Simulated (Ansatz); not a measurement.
BeHI (SMILES [BeH][I]) moved off its minimum; all values from Ansatz (a program for electronic structure), cores frozen in correlated methods. Elements past Kr take the def2 small-core potentials, without spin–orbit coupling.
(charge 0, multiplicity 1)
```xyz
3

Be    -0.15704    -0.02408    -2.07899
H     -0.10637     0.12456    -3.43812
I     -0.08968    -0.03044     0.16334
```

Forces at wB97M-V/def2-TZVPP (eV/Å):

| atom | Fx | Fy | Fz |
|---|---|---|---|
| Be1 | 0.147 | 0.224 | 0.171 |
| H2 | -0.085 | -0.170 | 0.698 |
| I3 | -0.062 | -0.054 | -0.869 |

### Question
Give the forces (eV/Å), the total energy and the dipole at CCSD(T)/def2-TZVPPD.

### Answer

| atom | Fx | Fy | Fz |
|---|---|---|---|
| Be1 | 0.133 | 0.212 | -0.036 |
| H2 | -0.081 | -0.157 | 0.575 |
| I3 | -0.052 | -0.055 | -0.540 |
Energy -312.1422 hartree, dipole 0.41 D.
